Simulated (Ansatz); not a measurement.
Sr₄, relaxed as a triplet with UKS PBE0/def2-TZVP in Ansatz, starting from the PBE0/def2-TZVP geometry of the neutral singlet. Force threshold 0.02 eV/Å.

In the def2 sets Sr takes a core potential; there is no spin–orbit coupling. The relaxation made no stability test and no search for a lower SCF solution. At PBE0/def2-TZVP a singlet of charge 0 lies 0.66 eV below the triplet, each at its own geometry. The structure comes from a short search, and lower isomers may exist.

Start:

```xyz
4

Sr   -0.814    1.658   -1.764
Sr   -0.397    0.972    2.329
Sr    2.495   -0.435   -0.332
Sr   -1.285   -2.196   -0.233
```

(1) Estimate the energy that the relaxation releases and the steps that it takes.

(2) Does the start keep its bonding and symmetry?

(3) Predict the relaxed structure.

## Answers

(1) 12.3 kJ/mol, in 4 steps; 27 s on 4 threads of Arm Neoverse N1 on a shared host. No frequencies were taken in this run, so the end may be a saddle point.

(2) By distances, no bond broke or formed. The bond that changes most is Sr3–Sr4, from 4.17 to 3.92 Å (atoms count from 1). Point group Td at the start, D2d at the end, both within 0.05 Å.

(3) 
| atom | x (Å) | y (Å) | z (Å) |
| --- | --- | --- | --- |
| Sr1 | -0.609 | 1.801 | -1.616 |
| Sr2 | -0.660 | 0.957 | 2.208 |
| Sr3 | 2.371 | -0.519 | -0.580 |
| Sr4 | -1.102 | -2.239 | -0.012 |
Bond lengths (bridged metal pairs left out): 6 × Sr–Sr 3.92 to 4.37 Å.
